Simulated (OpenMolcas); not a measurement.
Te I: Slater's ratio, thermal populations, the spin-orbit constant, worked from levels

- Program: OpenMolcas
- Basis: ANO-R2 [7s6p4d2f1g]
- Scalar Hamiltonian: X2C, finite nucleus
- Active space: 4 electrons in 3 orbitals (5p)
- State averaging: 2S+1 = 3 even, 3 roots; 2S+1 = 1 even, 6 roots
- Spin-orbit coupling: state interaction with AMFI integrals over the reference wave functions, term energies averaged over their components

Methods: CASSCF; SS-CASPT2, IPEA 0.25 Eh, imaginary shift 0.1 Eh (closed shells correlated: 4d 5s). Measured levels: NIST Handbook of Basic Atomic Spectroscopic Data.

**Slater's ratio.** With one set of orbitals, p4 has ¹D - ³P = 6 F2 and ¹S - ¹D = 9 F2 (F2 = F²/25), a ratio of 3/2. Term energies are centres of gravity, weighted by 2J + 1.

```json
{"Source": "CASSCF", "¹D - ³P": "10458", "¹S - ³P": "25214", "F2 from the first": "1743", "Ratio": "1.411"}
{"Source": "SS-CASPT2", "¹D - ³P": "8898", "¹S - ³P": "21684", "F2 from the first": "1483", "Ratio": "1.437"}
{"Source": "measured", "¹D - ³P": "8451", "¹S - ³P": "21092", "F2 from the first": "1408", "Ratio": "1.496"}
```

Energies in cm-1. A ratio away from 3/2 shows effects beyond one configuration with one set of orbitals, and in heavier atoms second-order spin-orbit shifts.

**Thermal populations.** Z = Σ (2J + 1) exp(-E/kT) with k = 0.695035 cm-1/K, over the levels below. No other level of either list lies under 44200 cm-1, which is above 7 kT at each temperature.

```json
{"Level": "5s² 5p⁴ ³P₂", "2J + 1": "5", "SS-CASPT2": "0.0", "measured": "0.0"}
{"Level": "5s² 5p⁴ ³P₁", "2J + 1": "3", "SS-CASPT2": "4310", "measured": "4751"}
{"Level": "5s² 5p⁴ ³P₀", "2J + 1": "1", "SS-CASPT2": "4610", "measured": "4706"}
{"Level": "5s² 5p⁴ ¹D₂", "2J + 1": "5", "SS-CASPT2": "10850", "measured": "10558"}
{"Level": "5s² 5p⁴ ¹S₀", "2J + 1": "1", "SS-CASPT2": "23630", "measured": "23198"}
```

```json
{"T (K)": "3000", "Z, SS-CASPT2": "5.517", "Z, measured levels": "5.444", "Ground level (%), SS-CASPT2": "90.6", "Ground level (%), measured levels": "91.9"}
{"T (K)": "5000", "Z, SS-CASPT2": "6.355", "Z, measured levels": "6.264", "Ground level (%), SS-CASPT2": "78.7", "Ground level (%), measured levels": "79.8"}
{"T (K)": "8000", "Z, SS-CASPT2": "7.543", "Z, measured levels": "7.470", "Ground level (%), SS-CASPT2": "66.3", "Ground level (%), measured levels": "66.9"}
```

At 8000 K, kT = 5560 cm-1, and the computed levels give Z = 5.000 + 1.382 + 0.436 + 0.710 + 0.014 = 7.543.

**The spin-orbit constant.** For the Hund term ³P of p4, E(J) = (A/2) J(J+1) + constant and ζ = -2S·A = -2A. From J = 0 to J = 2 the energy changes by 3 A.

```json
{"Source": "CASSCF", "E(2) - E(0)": "-4779.1", "A": "-1593.0", "ζ": "3186"}
{"Source": "SS-CASPT2", "E(2) - E(0)": "-4608.2", "A": "-1536.1", "ζ": "3072"}
{"Source": "measured", "E(2) - E(0)": "-4706.5", "A": "-1568.8", "ζ": "3138"}
```

All in cm-1. SS-CASPT2 is off by -2.1 % and CASSCF by +1.5 %. Both methods take the spin-orbit matrix elements from the reference wave functions, so the second can move ζ only through the term energies and any multistate remixing. Second-order mixing with other terms is absorbed into this ζ.

CASPT2 breaks the degeneracy within a term, and the mean is taken; among the terms shown or strongly mixed into the levels shown the widest spread is 150 cm-1 (5s² 5p⁴ ¹D, SS-CASPT2). With the s shell closed, the reference lacks s² → p² mixing. Measured partners are found by configuration, term and J. A level has none where our copy of the source lacks it or the pairing is in doubt (some pairs that miss far off the trend of their configuration count as doubtful), and it then counts in no deviation. Levels of configurations outside the active space are missing.
